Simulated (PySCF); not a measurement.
H$_{5}$BSi, SMILES `[SiH3]B`, neutral singlet in the gas phase. 

Cartesian coordinates (Å):
```xyz
7

B      1.1969    -0.0554     0.0348
Si    -0.8072     0.0634    -0.0643
H      1.8687     0.8821     0.3329
H      1.7543    -1.0916    -0.1533
H     -1.3907    -0.8432    -1.0846
H     -1.3036    -0.3803     1.2699
H     -1.3188     1.4352    -0.3040
```
Charge 0, multiplicity 1.

All levels are single points at this geometry (B3LYP-D3(BJ)/def2-TZVP); Pople sets use spherical d functions. Orbital energies aren't observables, and empty levels follow the basis.

```
level                            HOMO (eV)  LUMO (eV)  gap (eV)  dipole (D)  vertical IE, Delta-SCF (eV)
-------------------------------  ---------  ---------  --------  ----------  ---------------------------
PBE-D3(BJ)/def2-TZVP in PySCF        -7.24      -3.49      3.75        0.29                        10.63
TPSSh-D3(BJ)/def2-TZVP in PySCF      -7.86      -2.83      5.03        0.36                        10.70
B3LYP/6-311+G** in PySCF             -8.28      -2.66      5.62        0.38                            –
B3LYP/6-31G* in PySCF                -8.12      -2.34      5.78        0.44                        10.78
B3LYP/LANL2DZ in PySCF               -8.34      -2.48      5.86        0.34                            –
PBE/6-31G* in PySCF                  -7.10      -3.20      3.90        0.37                        10.59
HF/3-21G in PySCF                   -11.42       1.42     12.84        0.47                            –
HF/6-31G* in PySCF                  -11.35       1.63     12.98        0.53                        10.13
HF/STO-3G in PySCF                   -9.58       6.29     15.87        0.23                            –
```
